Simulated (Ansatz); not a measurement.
A trace of molecular dynamics of C3H7N3O (14 atoms, charge 0, multiplicity 1).

The calculation used UKS r2SCAN/STO-3G (Ansatz 0.2.0).

* ensemble: NVE (velocity Verlet)
* starting velocities drawn for: 1000 K
* seed: 690995

| time (fs) | T (K) | potential energy less start (eV) | conserved less start (meV/atom) |
| --- | --- | --- | --- |
| 0.0 | 1000 | 0.000 | 0.00 |
| 6.0 | 2373 | 5.265 | 528.22 |
| 12.0 | 10278 | 13.544 | 1995.33 |
| 18.0 | 34701 | 17.753 | 5001.91 |
| 24.0 | 44950 | 22.931 | 6507.38 |
| 30.0 | 86443 | 23.161 | 11121.03 |
| 36.0 | 84423 | 26.335 | 11123.89 |
| 42.0 | 85025 | 24.282 | 11043.98 |
| 48.0 | 83822 | 26.121 | 11042.00 |
| 54.0 | 84622 | 24.944 | 11046.58 |
| 60.0 | 85836 | 22.692 | 11020.23 |
| 66.0 | 84837 | 24.293 | 11023.84 |
| 72.0 | 83365 | 26.792 | 11039.28 |
| 78.0 | 83251 | 27.066 | 11046.25 |
| 84.0 | 85881 | 22.780 | 11031.55 |
| 90.0 | 84869 | 21.984 | 10862.44 |
| 96.0 | 85220 | 25.627 | 11161.60 |
| 102.0 | 84175 | 26.998 | 11143.75 |
| 108.0 | 83748 | 27.750 | 11150.11 |
| 114.0 | 83594 | 28.229 | 11167.35 |
| 120.0 | 86289 | 24.587 | 11205.80 |

Problem. Is this trajectory sound?

Solution. The conserved energy changed by up to 11000 meV per atom, so the integration failed: the time step of 3 fs is too long for the fastest motions that this run met, and the later frames carry no physical meaning.

Run time: 8.2 min on 1 thread of Arm Neoverse V1, on a shared host, peak memory 0.2 GiB.
